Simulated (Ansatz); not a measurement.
```xyz
6

Cl    0.376   -0.838    1.962
Si   -0.367    0.160    0.350
Cl   -2.402    0.116    0.424
Cl    0.258    2.092    0.504
Te    0.265   -0.882   -1.796
H     1.869   -0.648   -1.445
```

Charge 0, multiplicity 1. Te takes the def2 core potential.

Task: List the PBE0/def2-TZVPP orbital energies in eV (the Gaussian-basis code of Ansatz). (An estimate is asked.)

Result: Ansatz gave: Occupied: -2768.01, -2767.93, -2767.93, -1805.98, -259.87, -259.79, -259.79, -198.15, -198.07, -198.07, -198.01, -198.01, -197.93, -197.93, -197.93, -197.93, -172.44, -147.96, -121.42, -121.33, -121.13, -102.65, -102.64, -102.62, -44.64, -44.60, -44.41, -44.33, -44.31, -24.45, -23.46, -23.38, -18.48, -14.96, -12.35, -12.23, -11.52, -10.54, -10.33, -10.30, -9.73, -9.66, -9.33, -8.81, -7.07. Lowest empty: -1.49, -0.53, 0.21, 0.28, 0.57, 3.14, 3.25, 3.29.
